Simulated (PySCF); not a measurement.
C₂H₈FNSi₂, SMILES C=C[Si@@H]([SiH2]F)N.

Coordinates come from a B3LYP-D3(BJ)/def2-SVP optimisation. The structure was generated by enumeration; whether it is a known compound was not checked. The values are those of a single conformer.

The numbers are results of B3LYP-D3(BJ)/def2-SVP in PySCF, not measurements.

Frequencies are harmonic and unscaled.

| mode | ν (cm⁻¹) | IR (km/mol) | moving atoms (share of kinetic energy) |
|---|---|---|---|
| 1 | 40 | 0.7 | F 44 %, C 19 %, H 18 %, Si 11 % |
| 2 | 56 | 0.3 | C 33 %, F 27 %, H 22 %, Si 15 % |
| 3 | 120 | 1.5 | N 32 %, H 28 %, Si 23 %, C 10 %, F 8 % |
| 4 | 134 | 4.9 | C 32 %, H 31 %, F 26 % |
| 5 | 175 | 0.9 | H 37 %, N 36 %, C 21 % |
| 6 | 226 | 3.7 | H 62 %, C 17 %, Si 13 % |
| 7 | 277 | 28.6 | H 42 %, Si 33 %, N 11 %, F 10 % |
| 8 | 369 | 53.1 | H 56 %, Si 26 %, C 11 % |
| 9 | 398 | 86.7 | Si 43 %, H 41 %, N 11 % |
| 10 | 448 | 25.1 | Si 37 %, H 28 %, C 24 %, N 10 % |
| 11 | 476 | 38.9 | H 74 %, Si 17 % |
| 12 | 534 | 20.0 | H 68 %, C 22 %, Si 8 % |
| 13 | 659 | 6.1 | C 46 %, H 26 %, Si 24 % |
| 14 | 740 | 32.2 | H 89 % |
| 15 | 749 | 28.6 | H 90 % |
| 16 | 806 | 34.9 | H 65 %, N 26 % |
| 17 | 845 | 25.0 | F 47 %, H 31 %, Si 20 % |
| 18 | 855 | 337.3 | H 79 %, Si 10 %, N 8 % |
| 19 | 867 | 142.2 | H 39 %, Si 35 %, N 24 % |
| 20 | 920 | 142.9 | H 56 %, Si 29 %, F 11 % |
| 21 | 954 | 78.9 | H 90 %, Si 8 % |
| 22 | 994 | 23.1 | H 72 %, C 28 % |
| 23 | 1010 | 10.2 | H 82 %, C 15 % |
| 24 | 1042 | 15.6 | H 93 % |
| 25 | 1274 | 0.2 | H 72 %, C 28 % |
| 26 | 1411 | 13.6 | H 83 %, C 17 % |
| 27 | 1544 | 45.4 | H 90 %, N 10 % |
| 28 | 1661 | 4.7 | C 85 %, H 15 % |
| 29 | 2136 | 175.4 | H 97 % |
| 30 | 2197 | 150.4 | H 97 % |
| 31 | 2212 | 135.7 | H 96 % |
| 32 | 3113 | 11.9 | H 95 % |
| 33 | 3130 | 8.4 | H 92 %, C 8 % |
| 34 | 3209 | 7.0 | H 89 %, C 11 % |
| 35 | 3558 | 21.9 | H 96 % |
| 36 | 3652 | 23.7 | H 91 %, N 9 % |
